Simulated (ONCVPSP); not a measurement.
# Before and after: ONCV potential for Re

Re, optimised norm-conserving Vanderbilt (ONCV), made with ONCVPSP 4.0.1 (LDA (Perdew-Wang 92), fully relativistic). Core [Kr] 4d10 4f14, reference 5s2 5p6 5d5 6s1.5 (charge +0.5). Waves: 5s+6s: rc 1.80 bohr, ncon 3, nbas 7, qcut 6.6 1/bohr, 2 projectors; 5p: rc 1.30 bohr, ncon 4, nbas 7, qcut 7.2 1/bohr, 2 projectors, debl 2.1 Ha; 5d: rc 2.15 bohr, ncon 4, nbas 8, qcut 5.9 1/bohr, 2 projectors, debl 1.7 Ha. Local part: polynomial inside 0.90 bohr (lpopt 5, dvloc0 2 Ha). Core correction: polynomial model core, fcfact 0.75.

Open shells are filled in proportion to 2j + 1.

All-electron outer shells of the reference configuration (LDA (PZ), scalar-relativistic, ld1.x):

```json
{"shell": "5s", "level (eV)": "-89.28", "outermost node (bohr)": "0.52", "outermost maximum (bohr)": "0.93"}
{"shell": "5p", "level (eV)": "-50.99", "outermost node (bohr)": "0.56", "outermost maximum (bohr)": "1.06"}
{"shell": "4f", "level (eV)": "-46.37", "outermost node (bohr)": "–", "outermost maximum (bohr)": "0.41"}
{"shell": "6s", "level (eV)": "-9.49", "outermost node (bohr)": "1.24", "outermost maximum (bohr)": "2.51"}
{"shell": "5d", "level (eV)": "-9.26", "outermost node (bohr)": "0.62", "outermost maximum (bohr)": "1.43"}
```

Change: local potential polynomial inside 1.20 bohr (lpopt 5, dvloc0 2 Ha).

Cutoffs: the cutoffs (Ha) at which the residual kinetic energy of the hardest occupied pseudo-wave falls to 1 and 0.1 mHa per electron; they do not see the model core or the augmentation charge, which bear on the density cutoff. Errors are all-electron minus pseudo energies relative to the spin-unpolarised reference configuration.

Task: How do hardness, ghosts and transferability respond?

Result: The potential gets neither clearly harder nor softer (45 Ha and 85 Ha → 45 Ha and 85 Ha); the bound ghost in d, s disappears; of the 4 tests that both files solve, the error grows in 1 and shrinks in 0 by more than 15 % and 0.3 meV (median size 0.4 → 0.5 meV); the range in which the s phases agree narrows (upper end at the end of the scan → 3.8). In the separable form a ghost depends on how the local part lies against the semilocal potential of the channel, so the choice of the local part can create or remove one.

```csv
quantity,base,changed
"cutoff, loose",45 Ha,45 Ha
"cutoff, tight",85 Ha,85 Ha
bound ghosts,"s, d3/2",none
GHOST(+) flags under 300 eV,"p3/2 at 215.7 eV, p1/2 at 292.3 eV","s at 122.0 eV, d3/2 at 138.2 eV"
"error for 5s2 5p6 5d5 6s2, meV [ΔE -3.90 eV]",-0.4,-0.5
"error for 5s2 5p6 5d5 6s1, meV [ΔE 5.61 eV]",-0.3,-0.5
"error for 5s2 5p6 5d5 6s0, meV [ΔE 22.28 eV]",-5.9,-7.6
"error for 5s2 5p6 5d5 6s1 6p1, meV [ΔE 0.92 eV]",-0.4,-0.5
s: phases at 1.83 bohr within 0.05 rad from the reference energy up to (Ha; the scan ends near 5),to the end of the scan,3.8
p3/2: phases at 1.32 bohr within 0.05 rad from the reference energy up to (Ha; the scan ends near 5),to the end of the scan,to the end of the scan
p1/2: phases at 1.32 bohr within 0.05 rad from the reference energy up to (Ha; the scan ends near 5),to the end of the scan,to the end of the scan
d5/2: phases at 2.18 bohr within 0.05 rad from the reference energy up to (Ha; the scan ends near 5),to the end of the scan,to the end of the scan
d3/2: phases at 2.18 bohr within 0.05 rad from the reference energy up to (Ha; the scan ends near 5),to the end of the scan,4.6
"rms error of d²Exc/dni dnj with the model core, mHa",2.10,2.10
```

 A true bound ghost makes a file unfit for plane-wave use even where its test errors are small: the radial tests pick states by their node count and pass the ghost by.
